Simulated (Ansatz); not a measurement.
Start from `CO[Si](O)(Cl)Cl` and change one atom or group to get `O[SiH](Cl)[Si](O)(Cl)Cl`.

Ansatz, PBE0-D4/def2-TZVP geometries, multiplicity 1. Each molecule was computed in one conformer, which needn't be the lowest.

```
                                          property  `CO[Si](O)(Cl)Cl`
    size of the dipole moment (PBE/def2-TZVPP) / D               2.05
size of the dipole moment (ωB97M-V/def2-TZVPP) / D               2.12
               HOMO energy (B3LYP/def2-TZVPP) / eV              -8.57
             HOMO energy (ωB97M-V/def2-TZVPP) / eV             -11.18
                HOMO energy (PBE0/def2-TZVPP) / eV              -8.84
               HOMO–LUMO gap (PBE/def2-TZVPP) / eV               6.75
```

Task: Give the same properties after the change, and the shifts. (Estimate.)

Result: Computed: 
```
                                          property  `O[SiH](Cl)[Si](O)(Cl)Cl`  shift
    size of the dipole moment (PBE/def2-TZVPP) / D                       1.80  -0.25
size of the dipole moment (ωB97M-V/def2-TZVPP) / D                       1.86  -0.26
               HOMO energy (B3LYP/def2-TZVPP) / eV                      -8.08   0.49
             HOMO energy (ωB97M-V/def2-TZVPP) / eV                     -10.32   0.86
                HOMO energy (PBE0/def2-TZVPP) / eV                      -8.28   0.56
               HOMO–LUMO gap (PBE/def2-TZVPP) / eV                       5.49  -1.26
```

With PBE0 the HOMO rises by 0.56 eV and the LUMO falls by 1.16 eV, so the gap narrows by about 1.72 eV. PBE moves the HOMO by 0.25 eV and ωB97M-V by 0.86 eV. Dipoles are sizes alone; their direction can turn.

B3LYP here is the variant with VWN-RPA as its local correlation; programs differ in this.
